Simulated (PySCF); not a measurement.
# What a mistake does to a calculation on C2GeH6O

All numbers below are calculated, not measured. They come from PySCF 2.14.0, an open-source quantum chemistry program, on an isolated molecule that a program drew, which may never have been made. The molecule is C2GeH6O (charge 0, singlet), drawn as the SMILES string `OC[CH2][GeH]`.

Each row is a Hartree-Fock (HF) and frozen-core CCSD(T) single point in the cc-pVDZ basis, meant for a local HF minimum. Run 1 is clean. Each other run has one planted mistake out of seven kinds, and not every kind appears here: one electron removed, one electron added, multiplicity raised by two, geometry at a saddle point, minimal basis STO-3G, one bond length entered in bohr, all coordinates scaled. The reference is restricted for singlets and unrestricted otherwise, and also for a bond in bohr. Adding or removing an electron swaps singlet and doublet. Electrons count all cores. HOMO and LUMO are orbital energies over both spins, the gradient is its largest component, and the lowest frequency (negative if imaginary) is given only where the gradient is small. Bond lengths are over the 9 bonds as drawn. T1 is the CCSD diagnostic: over 0.02 (restricted) or 0.045 (unrestricted) a single reference is doubtful. Germanium has the cc-pVDZ-PP basis, with a core potential (ECP10MDF) in place of its 10 inner electrons, and its 3s, 3p and 3d shells are frozen in CCSD(T).

Geometry of the clean run:
```xyz
10
C2GeH6O, angstrom
O    -0.7659   -0.0835   -0.0592
C     0.4178   -0.3700   -0.8178
C     0.0357   -1.6027   -1.6185
Ge   -1.3862   -2.3553   -0.3611
H    -0.5900    0.4685    0.6894
H     0.6801    0.5042   -1.4188
H     1.2392   -0.5878   -0.1328
H     0.8893   -2.2571   -1.8037
H    -0.4090   -1.3327   -2.5788
H    -0.3375   -2.7025    0.7893
```

| run | electrons | basis functions | <S^2> | HOMO (eV) | LUMO (eV) | gradient (hartree/bohr) | lowest frequency (cm^-1) | mean bond (Å) | longest bond (Å) | T1 | HF (hartree) | CCSD(T) (hartree) | mistake |
|---|---|---|---|---|---|---|---|---|---|---|---|---|---|
| 1 | 58 | 95 | 0.000 | -8.08 | 2.03 | 3.2e-05 | 147 | 1.3228 | 2.042 | 0.0114 | -447.43578 | -448.05567 | no fault |
| 2 | 57 | 95 | 0.774 | -16.18 | -6.21 | 4.9e-02 | - | 1.3228 | 2.042 | 0.0161 | -447.17395 | -447.76713 | one electron removed |
| 3 | 59 | 95 | 0.761 | 0.63 | 8.53 | 5.1e-02 | - | 1.3228 | 2.042 | 0.0148 | -447.38599 | -448.01823 | one electron added |
| 4 | 58 | 95 | 2.006 | -6.18 | 0.52 | 3.5e-02 | - | 1.3228 | 2.042 | 0.0137 | -447.36803 | -447.97240 | multiplicity raised by two |
| 5 | 58 | 95 | 0.869 | -6.76 | 1.79 | 6.5e-03 | - | 1.4805 | 3.014 | 0.0415 | -447.35725 | -447.96279 | one bond length entered in bohr |
| 6 | 58 | 95 | 0.000 | -8.38 | 1.45 | 6.4e-02 | - | 1.4524 | 2.242 | 0.0136 | -447.36515 | -448.00802 | ? |

**Which mistake was planted in run 6, and what did it cost?**

The mean and the longest bond both change by the same factor, 1.098, and the gradient is no longer small. So the mistake is: all coordinates scaled. Subtracting run 1 and multiplying by 627.51 kcal/mol a hartree, the energy moved by 44.3 kcal/mol in HF and 29.9 kcal/mol in CCSD(T).

Cautions from the logs. Run 3: the HOMO is above zero, so the electron isn't bound and the energy depends on the basis.
